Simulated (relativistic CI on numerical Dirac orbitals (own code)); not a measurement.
**Electric-dipole transitions in Tb V**

Method of calculation: Dirac-Coulomb-Breit CI, orbitals from a KLI potential per configuration, QED by a radiative potential, valence Slater integrals scaled by 0.85, P86 correlation energy added to each configuration (own radial code, finite nucleus).

CI space (outside the closed core [Kr] 4d10): 4f7.5s2.5p6, 4f6.5s2.5p6.5d, 4f9.5s2.5p4, 4f8.5s2.5p5, 4f6.5s2.5p6.6s, 4f6.5s2.5p6.7s, 4f8.5s.5p6. Levels of other configurations are missing.

```csv
λ vac (nm),Lower,Upper,A (s⁻¹),E lower (cm⁻¹),E upper (cm⁻¹)
60.457,4f7.5s2.5p6 8S°_7/2 [1],4f6.5s2.5p6.5d 6P_7/2 [360],4.21e+08,0.0,165407.0
60.942,4f7.5s2.5p6 8S°_7/2 [1],4f6.5s2.5p6.5d 8P_9/2 [356],2.92e+09,0.0,164090.8
61.333,4f7.5s2.5p6 8S°_7/2 [1],4f6.5s2.5p6.5d 6P_5/2 [350],9.70e+08,0.0,163044.0
61.482,4f7.5s2.5p6 8S°_7/2 [1],4f6.5s2.5p6.5d 8P_7/2 [347],2.48e+09,0.0,162649.5
61.991,4f7.5s2.5p6 8S°_7/2 [1],4f6.5s2.5p6.5d 8P_5/2 [339],1.90e+09,0.0,161313.1
72.194,4f7.5s2.5p6 6P°_7/2 [2],4f6.5s2.5p6.5d 6F_9/2 [384],4.18e+07,34354.3,172869.1
72.892,4f7.5s2.5p6 6P°_7/2 [2],4f6.5s2.5p6.5d 6F_7/2 [382],3.62e+07,34354.3,171543.6
73.318,4f7.5s2.5p6 6P°_5/2 [3],4f6.5s2.5p6.5d 6F_7/2 [382],3.40e+07,35152.4,171543.6
73.964,4f7.5s2.5p6 6P°_5/2 [3],4f6.5s2.5p6.5d 6F_5/2 [376],5.15e+07,35152.4,170353.1
74.882,4f7.5s2.5p6 6P°_3/2 [4],4f6.5s2.5p6.5d 6D_3/2 [372],5.80e+07,35885.9,169429.9
75.308,4f7.5s2.5p6 6I°_17/2 [6],4f6.5s2.5p6.5d 6H_15/2 [380],2.83e+08,38436.4,171223.8
75.629,4f7.5s2.5p6 6D°_9/2 [11],4f6.5s2.5p6.5d 6D_9/2 [398],4.18e+07,43134.9,175358.8
75.802,4f7.5s2.5p6 6D°_9/2 [11],4f6.5s2.5p6.5d 6F_11/2 [396],5.65e+07,43134.9,175056.7
76.305,4f7.5s2.5p6 6P°_7/2 [2],4f6.5s2.5p6.5d 6P_7/2 [360],1.03e+08,34354.3,165407.0
76.367,4f7.5s2.5p6 6I°_15/2 [9],4f6.5s2.5p6.5d 6H_13/2 [374],2.89e+08,38933.5,169879.5
76.377,4f7.5s2.5p6 6D°_7/2 [13],4f6.5s2.5p6.5d 6D_9/2 [398],9.67e+07,44428.6,175358.8
76.406,4f7.5s2.5p6 6I°_13/2 [10],4f6.5s2.5p6.5d 6H_13/2 [374],2.51e+07,38999.2,169879.5
76.773,4f7.5s2.5p6 6P°_5/2 [3],4f6.5s2.5p6.5d 6P_7/2 [360],6.13e+07,35152.4,165407.0
76.993,4f7.5s2.5p6 6I°_11/2 [8],4f6.5s2.5p6.5d 6H_11/2 [369],3.39e+07,38806.3,168688.7
77.081,4f7.5s2.5p6 6D°_9/2 [11],4f6.5s2.5p6.5d 6F_9/2 [384],1.40e+08,43134.9,172869.1
77.096,4f7.5s2.5p6 6D°_5/2 [15],4f6.5s2.5p6.5d 6D_7/2 [393],1.08e+08,44838.6,174546.3
77.107,4f7.5s2.5p6 6I°_13/2 [10],4f6.5s2.5p6.5d 6H_11/2 [369],2.90e+08,38999.2,168688.7
77.417,4f7.5s2.5p6 6I°_9/2 [7],4f6.5s2.5p6.5d 6H_9/2 [368],3.63e+07,38436.5,167607.6
77.639,4f7.5s2.5p6 6I°_11/2 [8],4f6.5s2.5p6.5d 6H_9/2 [368],2.92e+08,38806.3,167607.6
77.667,4f7.5s2.5p6 6D°_3/2 [14],4f6.5s2.5p6.5d 6D_5/2 [389],9.56e+07,44692.0,173446.8
77.706,4f7.5s2.5p6 6P°_7/2 [2],4f6.5s2.5p6.5d 6P_5/2 [350],8.93e+07,34354.3,163044.0
77.876,4f7.5s2.5p6 6D°_9/2 [11],4f6.5s2.5p6.5d 6F_7/2 [382],5.32e+07,43134.9,171543.6
78.007,4f7.5s2.5p6 6I°_9/2 [7],4f6.5s2.5p6.5d 6H_7/2 [365],3.03e+08,38436.5,166630.3
78.038,4f7.5s2.5p6 6I°_17/2 [6],4f6.5s2.5p6.5d 8G_15/2 [364],4.81e+07,38436.4,166579.6
78.228,4f7.5s2.5p6 6I°_7/2 [5],4f6.5s2.5p6.5d 6H_5/2 [363],3.36e+08,37960.5,165791.9
78.642,4f7.5s2.5p6 6P°_3/2 [4],4f6.5s2.5p6.5d 6P_5/2 [350],4.37e+07,35885.9,163044.0
78.669,4f7.5s2.5p6 6D°_7/2 [13],4f6.5s2.5p6.5d 6F_7/2 [382],7.52e+07,44428.6,171543.6
78.766,4f7.5s2.5p6 6P°_7/2 [2],4f6.5s2.5p6.5d 8P_5/2 [339],7.54e+07,34354.3,161313.1
79.413,4f7.5s2.5p6 6D°_7/2 [13],4f6.5s2.5p6.5d 6F_5/2 [376],6.78e+07,44428.6,170353.1
79.597,4f7.5s2.5p6 6P°_5/2 [3],4f6.5s2.5p6.5d 8D_3/2 [336],1.16e+08,35152.4,160785.9
81.785,4f7.5s2.5p6 6D°_9/2 [11],4f6.5s2.5p6.5d 6P_7/2 [360],9.10e+07,43134.9,165407.0
83.618,4f7.5s2.5p6 6G°_11/2 [19],4f6.5s2.5p6.5d 6F_11/2 [396],3.66e+07,55465.4,175056.7
84.033,4f7.5s2.5p6 6P°_5/2 [3],4f6.5s2.5p6.5d 6P_3/2 [300],4.90e+07,35152.4,154152.7
85.176,4f7.5s2.5p6 6G°_11/2 [19],4f6.5s2.5p6.5d 6F_9/2 [384],2.50e+08,55465.4,172869.1
85.179,4f7.5s2.5p6 6G°_13/2 [22],4f6.5s2.5p6.5d 6F_11/2 [396],2.07e+08,57656.3,175056.7
85.455,4f7.5s2.5p6 4D°_7/2 [16],4f6.5s2.5p6.5d 6F_5/2 [376],7.40e+07,53333.1,170353.1
86.127,4f7.5s2.5p6 6G°_9/2 [18],4f6.5s2.5p6.5d 6F_7/2 [382],2.05e+08,55436.1,171543.6
86.905,4f7.5s2.5p6 6G°_11/2 [32],4f6.5s2.5p6.5d 6D_9/2 [398],7.76e+07,60290.1,175358.8
87.158,4f7.5s2.5p6 6G°_5/2 [17],4f6.5s2.5p6.5d 6D_3/2 [372],9.71e+07,54696.3,169429.9
88.379,4f7.5s2.5p6 6G°_7/2 [21],4f6.5s2.5p6.5d 6F_5/2 [376],1.00e+08,57203.6,170353.1
```

Terms are leading LS components. Brackets give the number of a level in order of energy, since labels repeat. The list gives strong lines, with weight on those to low levels, without lines whose two gauges differ by over a factor of 2.5, among the lowest 400 of 9333 levels, so that lines to higher ones, which can be the strongest, are missing. Levels whose partners in the same complex of configurations lie outside the list can be far off, and so can their lines. Rates are taken at the computed energies, electric ones in the length gauge.

At this charge configurations can still be misplaced by up to about 7 % of their energy. Levels and lines within the n = 5 or 6 shells can be off by up to 10 % or somewhat more, and those that change n by about 2 %, since core polarisation is missing.

LS names give the leading component of a level, which can be under half, so a name can repeat, a term be missing and a line seem to break the LS rules.
